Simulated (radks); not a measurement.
Valence configurations of F+ (all share [He]). Calculated with a radial shooting solver on a logarithmic mesh with Libxc functionals: non-relativistic Kohn-Sham, SCAN, spin-polarised, spherical densities, point nucleus; open shells are filled with parallel spins first; meta-GGA in the generalised Kohn-Sham scheme. Order these by energy: 2s1 2p5; 2s2 2p4; 2s0.5 2p5.5; 2s1.5 2p4.5; 2p6.

Answer. From the lowest, in eV above it: 2s2 2p4 0.000; 2s1.5 2p4.5 10.240; 2s1 2p5 19.986; 2s0.5 2p5.5 32.395; 2p6 43.317. NIST lists [He] 2s2 2p4 as the ground configuration; this level of theory agrees among the configurations tried. The energies are those of spherical high-spin densities, not of single terms.
